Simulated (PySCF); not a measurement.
# Ionisation energy of Ti(2+) by level of theory

Ti(2+) [Ar] 3d2 (3F) → Ti(3+) [Ar] 3d1 (2D), as a difference of total energies. Calculation: PySCF 2.14, in aug-cc-pVDZ-DK (7s6p4d2f, 59 functions); scalar relativity by spin-free X2C-1e. Correlated levels: valence: [Ar] frozen. The calculations carry no spin-orbit coupling.

```json
{"method": "UHF", "ionisation energy (eV)": "26.910", "difference from reference (eV)": "-0.582"}
{"method": "BP86", "ionisation energy (eV)": "28.418", "difference from reference (eV)": "+0.926"}
{"method": "PBE", "ionisation energy (eV)": "28.391", "difference from reference (eV)": "+0.899"}
{"method": "MP2 (valence)", "ionisation energy (eV)": "26.986", "difference from reference (eV)": "-0.506"}
{"method": "SCS-MP2 (valence)", "ionisation energy (eV)": "26.935", "difference from reference (eV)": "-0.557"}
```

Reference: 27.492 eV (measured; NIST Atomic Spectra Database, ionization energies).

The reference lies between the lowest fine-structure levels, while these numbers refer to the centres of the terms.

Errors of the correlated levels include the incompleteness of this basis and the frozen core.
